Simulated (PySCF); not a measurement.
# What a mistake does to a calculation on C2H7NSi

These are calculations, not measurements. They come from PySCF 2.14.0, an open-source quantum chemistry program, on an isolated molecule that a program drew, which may never have been made. The molecule is C2H7NSi (charge 0, singlet), drawn as the SMILES string `C[SiH]=CN`.

Each row is a Hartree-Fock (HF) and frozen-core CCSD(T) single point in the cc-pV(D+d)Z basis, meant for a local HF minimum. Run 1 is clean. Each other run has one planted mistake out of seven kinds, and not every kind appears here: one electron removed, one electron added, multiplicity raised by two, geometry at a saddle point, minimal basis STO-3G, one bond length entered in bohr, all coordinates scaled. The reference is restricted for singlets and unrestricted otherwise, and also for a bond in bohr. Adding or removing an electron swaps singlet and doublet. Electrons count all cores. HOMO and LUMO are orbital energies over both spins, the gradient is its largest component, and the lowest frequency (negative if imaginary) is given only where the gradient is small. Bond lengths are over the 10 bonds as drawn. T1 is the CCSD diagnostic: over 0.02 (restricted) or 0.045 (unrestricted) a single reference is doubtful.

Geometry of the clean run:
```xyz
11
C2H7NSi, angstrom
C    -0.6223   -0.2224    1.8817
Si   -1.8988    1.0214    1.2899
C    -1.6368    2.2591    0.1343
N    -0.4959    2.6668   -0.5794
H    -0.5998   -0.2679    2.9732
H    -0.8435   -1.2248    1.5073
H     0.3752    0.0569    1.5343
H    -3.2904    0.7762    1.6987
H    -2.5193    2.8414   -0.1194
H    -0.3802    3.6647   -0.5824
H     0.3532    2.2485   -0.2486
```

| run | electrons | basis functions | <S^2> | HOMO (eV) | LUMO (eV) | gradient (hartree/bohr) | lowest frequency (cm^-1) | mean bond (Å) | longest bond (Å) | T1 | HF (hartree) | CCSD(T) (hartree) | mistake |
|---|---|---|---|---|---|---|---|---|---|---|---|---|---|
| 1 | 40 | 100 | 0.000 | -6.90 | 3.45 | 2.5e-05 | 116 | 1.2841 | 1.878 | 0.0127 | -423.13814 | -423.76451 | no fault |
| 2 | 40 | 31 | 0.000 | -4.23 | 7.96 | 5.3e-02 | - | 1.2841 | 1.878 | 0.0078 | -418.12394 | -418.40371 | minimal basis STO-3G |
| 3 | 40 | 100 | 0.000 | -6.73 | 4.37 | 1.3e-01 | - | 1.1570 | 1.692 | 0.0112 | -423.00064 | -423.60362 | all coordinates scaled |
| 4 | 40 | 100 | 1.200 | -7.59 | 2.47 | 3.9e-02 | - | 1.3733 | 1.895 | 0.0495 | -423.02768 | -423.62924 | ? |

**Which mistake was planted in run 4, and what did it cost?**

The mean bond changes by a factor of 1.069 and the longest by 1.009, so the molecule wasn't scaled as a whole. A length L in bohr read as angstrom grows by (1/0.5292 - 1) L = 0.890 L. The 10 bonds together grew by 10 x 0.0892 = 0.892 Å, which gives L = 1.003 Å. That is the length of one of the H-N bonds, 1.003 Å in the clean geometry. So the mistake is: one bond length entered in bohr. Subtracting run 1 and multiplying by 627.51 kcal/mol a hartree, the energy moved by 69.3 kcal/mol in HF and 84.9 kcal/mol in CCSD(T).

Cautions from the logs. Run 4: T1 is over the limit, so its CCSD(T) energy is less reliable.
